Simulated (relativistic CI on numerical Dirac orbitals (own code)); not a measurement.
**Ti²⁺ in a cubic cluster: 1s photoemission with charge transfer**

Computed with a charge-transfer multiplet model of a cubic metal-ligand cluster with up to 2 ligand holes, Slater and spin-orbit integrals from Dirac-Coulomb-Breit ions, Slater integrals scaled by 0.7. The parameters are those of a tetrahedral site (10Dq negative, t2 hopping the larger). The ground state mixes d2 with configurations of k ligand holes L, whose averages lie at kΔ + k(k − 1)U_dd/2; a core hole lowers each added d electron by U_cd. 300 K, Lorentzian 1.1 eV and Gaussian 0.6 eV FWHM.

Atomic integrals in eV (Slater integrals scaled, ζ unscaled), ground: F2dd 5.756, F4dd 3.579, zeta_d 0.013; with the core hole: F2dd 7.112, F4dd 4.457, zeta_d 0.025, G2cd 0.029.

Cluster parameters (eV): U_dd = 4.1, U_cd = 5.2, 10Dq = -0.25, 10Dq(ligand) = 0, V(eg) = 1.35, V(t2g) = -2.29, final-state hopping factor = 1.

```
      Case   n_d    d2   d3L  d4L2     S
Δ = 5.8 eV  2.47  0.58  0.36  0.05  1.00
Δ = 6.8 eV  2.40  0.64  0.32  0.04  1.00
Δ = 7.8 eV  2.35  0.68  0.29  0.03  1.00
```

Weights, n_d and S are thermal averages at 300 K. Binding energies count from the first peak over 30 % of the highest in each spectrum, which can be another peak from case to case. The parameters are a model scan and need not match a compound or its usual spin state. Peaks in eV (height, largest 100):
- Δ = 5.8 eV: 0.0 (100), 10.1 (11)
- Δ = 6.8 eV: 0.0 (100), 10.0 (10)
- Δ = 7.8 eV: 0.0 (100), 10.0 (9)

Curve for Δ = 6.8 eV (points under 2 left out, the grid thinned):

```json
{"E (eV)": "-3.5", "Intensity": "2.9"}
{"E (eV)": "-3.2", "Intensity": "3.5"}
{"E (eV)": "-2.9", "Intensity": "4.2"}
{"E (eV)": "-2.7", "Intensity": "4.9"}
{"E (eV)": "-2.4", "Intensity": "6.1"}
{"E (eV)": "-2.1", "Intensity": "8.0"}
{"E (eV)": "-1.8", "Intensity": "10.8"}
{"E (eV)": "-1.6", "Intensity": "13.5"}
{"E (eV)": "-1.3", "Intensity": "19.8"}
{"E (eV)": "-1.0", "Intensity": "31.1"}
{"E (eV)": "-0.7", "Intensity": "50.9"}
{"E (eV)": "-0.4", "Intensity": "78.7"}
{"E (eV)": "-0.2", "Intensity": "94.6"}
{"E (eV)": "0.1", "Intensity": "97.5"}
{"E (eV)": "0.4", "Intensity": "74.6"}
{"E (eV)": "0.7", "Intensity": "47.4"}
{"E (eV)": "0.9", "Intensity": "34.1"}
{"E (eV)": "1.2", "Intensity": "21.5"}
{"E (eV)": "1.5", "Intensity": "14.5"}
{"E (eV)": "1.8", "Intensity": "10.3"}
{"E (eV)": "2.0", "Intensity": "8.5"}
{"E (eV)": "2.3", "Intensity": "6.5"}
{"E (eV)": "2.6", "Intensity": "5.1"}
{"E (eV)": "2.9", "Intensity": "4.2"}
{"E (eV)": "3.2", "Intensity": "3.5"}
{"E (eV)": "3.4", "Intensity": "3.1"}
{"E (eV)": "3.7", "Intensity": "2.7"}
{"E (eV)": "4.0", "Intensity": "2.4"}
{"E (eV)": "4.3", "Intensity": "2.1"}
{"E (eV)": "5.7", "Intensity": "2.0"}
{"E (eV)": "6.0", "Intensity": "2.2"}
{"E (eV)": "6.3", "Intensity": "2.2"}
{"E (eV)": "6.6", "Intensity": "2.0"}
{"E (eV)": "8.4", "Intensity": "2.3"}
{"E (eV)": "8.6", "Intensity": "2.7"}
{"E (eV)": "8.9", "Intensity": "3.6"}
{"E (eV)": "9.2", "Intensity": "5.2"}
{"E (eV)": "9.5", "Intensity": "7.5"}
{"E (eV)": "9.7", "Intensity": "9.0"}
{"E (eV)": "10.0", "Intensity": "9.8"}
{"E (eV)": "10.3", "Intensity": "8.4"}
{"E (eV)": "10.6", "Intensity": "6.0"}
{"E (eV)": "10.8", "Intensity": "4.5"}
{"E (eV)": "11.1", "Intensity": "3.0"}
{"E (eV)": "11.4", "Intensity": "2.0"}
```

For the case Δ = 5.8 eV, Δ = 5.8 eV is larger than U_dd = 4.1 eV, the Mott-Hubbard side of the Zaanen-Sawatzky-Allen scheme. With the core hole the configuration with one ligand hole lies at Δ − U_cd = 0.6, 1.6, 2.6 eV from the one without, in the order of the table; where this is negative the screened configuration lies lower, though the effective hopping of about 5.7 eV (from the holes of the mixed ground state) mixes the two strongly wherever it is as large as the gap.
